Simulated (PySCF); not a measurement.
A structure optimised at PBE0-D3(BJ)/def2-SVP, used in a PySCF frequency run:

```
In
F 1 1.9602
C 1 2.1347 2 121.47
H 3 1.0970 1 109.64 2 180.00
H 3 1.0985 4 110.34 1 -119.47
H 3 1.0985 4 110.34 5 -121.06
Br 1 2.4768 2 110.17 3 180.00
```

### Question
Write its SMILES, formula and point group.

### Answer
[CH3][In]([F])[Br], CH₃BrFIn, Cs

### Question
What are its rotational constants (standard atomic weights)?

### Answer
4.5415, 1.2276, 0.97242 GHz
